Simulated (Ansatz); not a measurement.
Al₃Sb₃⁺. Charge 1, multiplicity 4. Geometry PBE0-D4/def2-SVP; atoms count from 1.

| atom | x (Å) | y (Å) | z (Å) |
| --- | --- | --- | --- |
| Al1 | 0.606 | 1.113 | 0.946 |
| Al2 | -1.558 | -0.273 | -0.003 |
| Al3 | 0.952 | -0.840 | -0.943 |
| Sb4 | 2.946 | 0.521 | 0.001 |
| Sb5 | -1.146 | -2.104 | -1.791 |
| Sb6 | -1.799 | 1.584 | 1.790 |

In the def2 sets Sb takes a core potential; there is no spin–orbit coupling. At PBE0-D4/def2-TZVP a doublet of charge 1 lies 0.21 eV below the quartet, each at its own geometry. The structure comes from a short search, and lower isomers may exist.

(1) Estimate the Mulliken populations from the PBE0/def2-TZVP orbitals of Ansatz.

(2) Where does the spin sit?

(3) And the Mayer bond orders between bonded heavy atoms (over 0.3)?

Results:

(1) 
```tsv
atom	charge (e)	spin (α − β)
Al1	0.18	0.22
Al2	0.18	0.22
Al3	0.18	0.22
Sb4	0.15	0.78
Sb5	0.15	0.78
Sb6	0.15	0.78
```
Mulliken values and Mayer orders depend strongly on the basis.

(2) Summed by element: Al 0.65, Sb 2.35, of 3 unpaired in all. Largest on single atoms: Sb4 0.78, Sb6 0.78, Sb5 0.78.

(3) Al1–Al2 0.47 (2.74 Å); Al1–Al3 0.47 (2.74 Å); Al1–Sb4 1.13 (2.59 Å); Al1–Sb6 1.13 (2.59 Å); Al2–Al3 0.47 (2.74 Å); Al2–Sb5 1.13 (2.59 Å); Al2–Sb6 1.13 (2.59 Å); Al3–Sb4 1.13 (2.59 Å); Al3–Sb5 1.13 (2.59 Å).
